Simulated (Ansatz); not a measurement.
One change: `BN[SiH2]O` becomes `OBN[SiH2]O`.

Ansatz, PBE0-D4/def2-TZVP geometries, multiplicity 1. Each molecule was computed in one conformer, which needn't be the lowest.

| property | `BN[SiH2]O` |
| --- | --- |
| HOMO–LUMO gap (PBE/def2-TZVPP) / eV | 6.17 |
| zero-point energy (PBE0-D4/def2-TZVP) / kJ/mol | 184.9 |
| size of the dipole moment (ωB97M-V/def2-TZVPP) / D | 0.86 |
| LUMO energy (PBE/def2-TZVPP) / eV | -1.25 |
| HOMO energy (PBE0/def2-TZVPP) / eV | -8.82 |
| size of the dipole moment (PBE/def2-TZVPP) / D | 0.93 |

(1) Give the same properties after the change, and the shifts. (Best estimate.)

Answers

(1) Ansatz gave: 
```json
{"property": "HOMO–LUMO gap (PBE/def2-TZVPP) / eV", "`OBN[SiH2]O`": "6.16", "shift": "-0.01"}
{"property": "zero-point energy (PBE0-D4/def2-TZVP) / kJ/mol", "`OBN[SiH2]O`": "202.3", "shift": "17.4"}
{"property": "size of the dipole moment (ωB97M-V/def2-TZVPP) / D", "`OBN[SiH2]O`": "3.22", "shift": "2.36"}
{"property": "LUMO energy (PBE/def2-TZVPP) / eV", "`OBN[SiH2]O`": "-0.65", "shift": "0.60"}
{"property": "HOMO energy (PBE0/def2-TZVPP) / eV", "`OBN[SiH2]O`": "-8.24", "shift": "0.58"}
{"property": "size of the dipole moment (PBE/def2-TZVPP) / D", "`OBN[SiH2]O`": "3.15", "shift": "2.22"}
```

With PBE0 the HOMO rises by 0.58 eV and the LUMO rises by 0.51 eV, so the gap narrows by about 0.07 eV. PBE moves the HOMO by 0.60 eV and ωB97M-V by 0.57 eV. The zero-point energy changes by 17.4 kJ/mol with +3 modes. Dipoles are sizes alone; their direction can turn.
